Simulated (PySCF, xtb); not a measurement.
CaF, SMILES [Ca+][F], charge +1.

GFN2-xTB in xtb 6.7.1 at its own geometry gives an orbital gap of 1.58 eV.

The structure is a stationary point at B3LYP-D3(BJ)/def2-TZVPD. The multiplicity is an assumed one; other spin states were not compared.

### Question
What does B3LYP/def2-TZVPD (PySCF) give? (The exact figures need the calculation; the answer reports its results.)

### Answer
gap 7.17 eV (levels -14.83 and -7.66 eV).
